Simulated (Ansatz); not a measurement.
Born–Oppenheimer molecular dynamics of CH₈AlNS (12 atoms, charge 0, multiplicity 1). It starts from a rough guess of a transition structure, not a stationary point.

Computed with UKS B3LYP-D4/6-31G (Ansatz).

```yaml
ensemble: NVE (velocity Verlet)
time_step: 0.5 fs
steps_asked: 150
starting_velocities_drawn_for: 600 K
seed: 756988
```

First frame:

```xyz
12
Properties=species:S:1:pos:R:3
Al -0.962 -1.438 0.097
S 0.785 -1.207 2.060
H -0.303 -2.161 -1.097
H -2.370 -1.831 0.572
H 0.252 0.207 1.089
N -0.458 0.744 0.089
C 0.423 1.319 -0.916
H 1.729 -1.456 1.154
H -1.056 1.450 0.505
H 1.100 2.062 -0.484
H -0.157 1.794 -1.710
H 1.017 0.517 -1.359
```

Problem. How far do the bonds stretch over the last three quarters of this one trajectory? (Pairs bonded in most of those frames.)

Solution. 
| bond | mean (Å) | spread (Å) | shortest | longest |
| --- | --- | --- | --- | --- |
| Al1–S2 | 2.316 | 0.118 | 2.19 | 2.58 |
| Al1–H3 | 1.615 | 0.056 | 1.53 | 1.70 |
| Al1–H4 | 1.622 | 0.068 | 1.51 | 1.72 |
| Al1–N6 | 2.059 | 0.089 | 1.94 | 2.24 |
| S2–H8 | 1.388 | 0.058 | 1.30 | 1.47 |
| H5–N6 | 1.079 | 0.131 | 0.87 | 1.26 |
| N6–C7 | 1.505 | 0.030 | 1.46 | 1.56 |
| N6–H9 | 1.023 | 0.018 | 0.98 | 1.06 |
| C7–H10 | 1.095 | 0.040 | 1.03 | 1.16 |
| C7–H11 | 1.097 | 0.032 | 1.04 | 1.16 |
| C7–H12 | 1.098 | 0.054 | 1.02 | 1.18 |

Mean temperature of the second half: 1015 K. The conserved energy stayed within 1.2 meV per atom of its start (net change 0.3 meV per atom), so the integration is sound. The kinetic energy rose, since the run started high on the potential surface and went downhill. A run of 0.075 ps of so small a system gives no equilibrium averages. The orbitals were unrestricted but ended closed-shell. Limits of this set-up: no polarisation functions.

Run time: 6.6 min on 1 thread of Intel(R) Xeon(R) 6975P-C (Granite Rapids) (shared host), peak memory 0.23 GiB.
